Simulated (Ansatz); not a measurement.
C₉H₁₅NO (relaxed from a model of N-butylpyridinium hydroxide, whose bonding it doesn't keep). Charge 0, multiplicity 1. Geometry PBE-D4/def2-SVP; atoms count from 1.

```xyz
26

C     1.776    1.981    3.021
C     1.750    1.766    1.507
C     0.629    0.831    1.046
C     0.605    0.630   -0.474
N    -0.436   -0.287   -0.920
C    -0.090   -1.709   -0.955
C    -1.329   -2.551   -1.006
C    -2.508   -2.051   -1.485
C    -2.653   -0.649   -1.776
C    -1.610    0.182   -1.447
H     0.825    2.424    3.382
H     2.598    2.660    3.325
H     1.918    1.021    3.562
H     1.644    2.747    0.992
H     2.729    1.358    1.169
H    -0.358    1.227    1.371
H     0.739   -0.158    1.544
H     0.453    1.608   -0.979
H     1.583    0.246   -0.834
H     0.526   -1.932   -0.057
H    -1.218   -3.612   -0.738
H    -3.375   -2.719   -1.612
H    -3.581   -0.236   -2.193
H    -1.667    1.276   -1.569
O     0.806   -2.004   -2.038
H     0.245   -2.048   -2.838
```

Question: Estimate the Mulliken populations from the PBE0/def2-TZVP orbitals of Ansatz.

Answer: 
```json
{"atom": "C1", "charge (e)": "-0.36"}
{"atom": "C2", "charge (e)": "-0.18"}
{"atom": "C3", "charge (e)": "-0.21"}
{"atom": "C4", "charge (e)": "-0.21"}
{"atom": "N5", "charge (e)": "0.06"}
{"atom": "C6", "charge (e)": "0.07"}
{"atom": "C7", "charge (e)": "-0.23"}
{"atom": "C8", "charge (e)": "-0.13"}
{"atom": "C9", "charge (e)": "-0.19"}
{"atom": "C10", "charge (e)": "-0.10"}
{"atom": "H11", "charge (e)": "0.12"}
{"atom": "H12", "charge (e)": "0.13"}
{"atom": "H13", "charge (e)": "0.12"}
{"atom": "H14", "charge (e)": "0.10"}
{"atom": "H15", "charge (e)": "0.10"}
{"atom": "H16", "charge (e)": "0.11"}
{"atom": "H17", "charge (e)": "0.10"}
{"atom": "H18", "charge (e)": "0.12"}
{"atom": "H19", "charge (e)": "0.15"}
{"atom": "H20", "charge (e)": "0.09"}
{"atom": "H21", "charge (e)": "0.12"}
{"atom": "H22", "charge (e)": "0.12"}
{"atom": "H23", "charge (e)": "0.12"}
{"atom": "H24", "charge (e)": "0.12"}
{"atom": "O25", "charge (e)": "-0.43"}
{"atom": "H26", "charge (e)": "0.30"}
```
Mulliken values depend strongly on the basis.

Question: And the Mayer bond orders between heavy atoms (over 0.3)?

Answer: C1–C2 1.01 (1.53 Å); C2–C3 1.01 (1.53 Å); C3–C4 1.01 (1.53 Å); C4–N5 0.92 (1.46 Å); N5–C6 0.96 (1.46 Å); N5–C10 1.21 (1.37 Å); C6–C7 1.04 (1.50 Å); C6–O25 1.08 (1.44 Å); C7–C8 1.77 (1.37 Å); C8–C9 1.19 (1.44 Å); C9–C10 1.66 (1.37 Å).
